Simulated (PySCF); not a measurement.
# Working out the excitation energy of Se+

Se+ [Ar] 3d10 4s2 4p3 (4S) → Se+ [Ar] 3d10 4s1 4p3 4d1 (6D). All numbers are calculated (PySCF 2.14, scalar relativity through the core potential, in aug-cc-pVDZ-PP with ECP10MDF (5s4p3d, 32 functions)). Frozen: 3s2 3p6 3d10. Energies in hartree (1 hartree = 27.21139 eV):

```
            part  Se+ (lower)  Se+ (upper)
             UHF  -371.533250  -370.825354
CCSD correlation    -0.072411    -0.018751
             (T)    -0.000817    -0.000063
```

Question: What does Hartree-Fock give?

Answer: (-370.825354) − (-371.533250) = 0.707896 hartree = 19.263 eV.

Question: What do CCSD and CCSD(T) give?

Answer: The CCSD correlation energies differ by 0.053660 hartree = 1.460 eV and the triples by 0.000754 hartree = 0.021 eV, so CCSD gives 20.723 eV and CCSD(T) 20.744 eV.

A double-zeta basis recovers only part of the correlation energy.
